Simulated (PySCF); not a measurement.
**Electric properties by functional and basis**

C3H8BFO.
Z-matrix (Å and degrees, PBE0-D3(BJ)/def2-SVP geometry), rows numbered from 1:
```
B 
O   1  1.3462
C   2  1.3952  1  122.93
F   3  1.3613  2  107.35  1   110.69
C   3  1.5093  2  110.40  1  -130.02
C   5  1.5184  3  113.45  2    63.64
H   1  1.2065  2  116.98  3  -179.70
H   1  1.2131  2  119.83  3     1.06
H   3  1.1068  2  109.46  1    -5.94
H   5  1.1014  3  107.03  2  -173.66
H   5  1.1020  3  106.99  2   -59.23
H   6  1.1019  5  111.63  3    59.94
H   6  1.1002  5  111.21  3   -60.61
H   6  1.0993  5  110.89  3   179.74
```

PySCF, dipoles from the SCF density, polarisabilities from static response with core orbitals frozen. One conformer (not necessarily the lowest) at the PBE0-D3(BJ)/def2-SVP geometry, without solvent, vibrations or thermal averaging.

The anisotropy is √(½[(α1 − α2)² + (α2 − α3)² + (α3 − α1)²]).

| level | μ (D) | α (au) | anisotropy (au) |
| --- | --- | --- | --- |
| LDA/def2-SVPD | 2.109 | 61.14 | 13.05 |
| PBE/def2-SVPD | 2.043 | 60.22 | 12.82 |
| B3LYP/def2-SVPD | 2.111 | 57.96 | 11.50 |
| PBE0/def2-SVPD | 2.102 | 57.40 | 11.44 |
| BHandHLYP/def2-SVPD | 2.191 | 55.37 | 10.23 |
| CAM-B3LYP/def2-SVPD | 2.158 | 57.13 | 10.92 |
| wB97X-D/def2-SVPD | 2.118 | 57.01 | 10.81 |
| LC-wPBE/def2-SVPD | 2.152 | 55.93 | 10.60 |
| HF/def2-SVPD | 2.262 | 52.71 | 8.68 |
| PBE0/6-31G* | 1.887 | 47.92 | 13.41 |
| PBE0/6-31+G* | 2.150 | 53.52 | 11.96 |
| PBE0/def2-SVP | 2.009 | 49.40 | 13.00 |
| PBE0/aug-cc-pVDZ | 2.057 | 58.44 | 11.80 |
| PBE0/def2-TZVP | 2.012 | 55.55 | 11.99 |
| PBE0/def2-TZVPD | 2.046 | 58.38 | 11.64 |

The dipole runs from 1.89 D (PBE0/6-31G*) to 2.26 D (HF/def2-SVPD). No reference polarisability is at hand; against PBE0 in the largest diffuse basis at hand (def2-TZVPD) the other PBE0 rows deviate by 6-31G* -18%, 6-31+G* -8%, def2-SVP -15%, def2-SVPD -2%, aug-cc-pVDZ 0%, def2-TZVP -5%. In one basis (def2-SVPD) the functionals order the polarisability from HF (lowest) to LDA (highest), a spread of 16%. With PBE0 the polarisability is 50.96 au without diffuse functions (mean of 6-31G*, def2-SVP and def2-TZVP) and 56.94 au with them (mean of 6-31+G*, def2-SVPD, aug-cc-pVDZ and def2-TZVPD).
